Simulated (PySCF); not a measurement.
## Which determinant of NaI lies lowest?

Unrestricted PBE0; Na x2c-SVPall, I x2c-SVPall; spin-free X2C with a Gaussian nucleus (PySCF 2.14). Outer shells of the fragments: Na 3s1; I 4d10 5s2 5p5.

Followed along the bond (rough minima from three points):

| 2Ms+1 | unpaired | ⟨S²⟩ at the start | R at minimum (Å) | Te (eV) |
| --- | --- | --- | --- | --- |
| 1 | none | 0.00 | 2.71 | 0.00 |
| 3 | σ ↑, π ↑ | 2.00 | none in the scan | ≤ 3.32 |

Solutions found at the starting distance of 2.885 Å, counted from the lowest of them; the search is not exhaustive and high or unbound solutions are not listed, so other states can lie among these:

```csv
2Ms+1,unpaired,term,E (eV),⟨S²⟩,⟨Lz²⟩,μ (D)
1,none,¹Σ⁺,0.00,0.00,0.00,-9.30
3,"σ ↑, π ↑",³Π,3.39,2.00,1.00,3.41
1,"σ ↓, π ↑",mixed,3.41,1.00,1.00,3.53
3,σ ↑↑,³Σ⁺,3.76,2.00,0.00,3.07
3,π ↑↑,mixed,5.01,2.00,2.00,1.09
3,π ↑↑,mixed,5.13,2.00,2.00,1.24
3,"σ ↑, π ↑",³Π,5.52,2.00,1.00,0.95
```

A term symbol is given only where ⟨S²⟩ and ⟨Lz²⟩ are close to those of a pure state; real π, δ and φ orbitals otherwise mix terms. A positive dipole means Na(−)I(+).

Spin–orbit coupling is left out. Counting both spins, an empty level lies below a filled one in some of these solutions, because spin and occupation are held.
